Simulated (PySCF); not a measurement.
# Which determinant of BiCl lies lowest?

Unrestricted PBE0; Bi def2-SVP with ECP60, Cl def2-SVP; scalar-relativistic core potentials (PySCF 2.14). Outer shells of the fragments: Bi 5d10 6s2 6p3; Cl 3s2 3p5.

Followed along the bond (rough minima from three points):

```
2Ms+1    unpaired  ⟨S²⟩ at the start  R at minimum (Å)  Te (eV)
    3        π ↑↑               2.00              2.48     0.00
    1        π ↑↓               1.00              2.47     0.32
    1        none               0.00              2.47     1.19
    5  σ ↑, π ↑↑↑               6.00  none in the scan   ≤ 4.30
```

Solutions found at the starting distance of 2.430 Å, counted from the lowest of them; the search is not exhaustive and high or unbound solutions are not listed, so other states can lie among these:

```json
{"2Ms+1": "3", "unpaired": "π ↑↑", "term": "³Σ⁻", "E (eV)": "0.00", "⟨S²⟩": "2.00", "⟨Lz²⟩": "0.00", "μ (D)": "-2.98"}
{"2Ms+1": "1", "unpaired": "π ↑↓", "term": "mixed", "E (eV)": "0.32", "⟨S²⟩": "1.00", "⟨Lz²⟩": "2.01", "μ (D)": "-2.90"}
{"2Ms+1": "1", "unpaired": "none", "term": "mixed", "E (eV)": "1.18", "⟨S²⟩": "0.00", "⟨Lz²⟩": "2.00", "μ (D)": "-2.69"}
{"2Ms+1": "3", "unpaired": "σ ↑, π ↑", "term": "³Π", "E (eV)": "2.69", "⟨S²⟩": "2.01", "⟨Lz²⟩": "1.01", "μ (D)": "-2.27"}
{"2Ms+1": "1", "unpaired": "σ ↓, π ↑", "term": "mixed", "E (eV)": "2.97", "⟨S²⟩": "1.00", "⟨Lz²⟩": "1.01", "μ (D)": "-2.16"}
{"2Ms+1": "3", "unpaired": "π ↑↑", "term": "mixed", "E (eV)": "5.03", "⟨S²⟩": "2.00", "⟨Lz²⟩": "2.01", "μ (D)": "2.76"}
{"2Ms+1": "5", "unpaired": "σ ↑, π ↑↑↑", "term": "⁵Π", "E (eV)": "5.42", "⟨S²⟩": "6.00", "⟨Lz²⟩": "1.00", "μ (D)": "2.85"}
{"2Ms+1": "5", "unpaired": "σ ↑↑, π ↑↑", "term": "⁵Σ⁻", "E (eV)": "5.45", "⟨S²⟩": "6.00", "⟨Lz²⟩": "0.00", "μ (D)": "0.95"}
```

A term symbol is given only where ⟨S²⟩ and ⟨Lz²⟩ are close to those of a pure state; real π, δ and φ orbitals otherwise mix terms. A positive dipole means Bi(−)Cl(+).

These are scalar-relativistic numbers at best; spin–orbit coupling would shift them, the dissociation energy most. Counting both spins, an empty level lies below a filled one in some of these solutions, because spin and occupation are held.
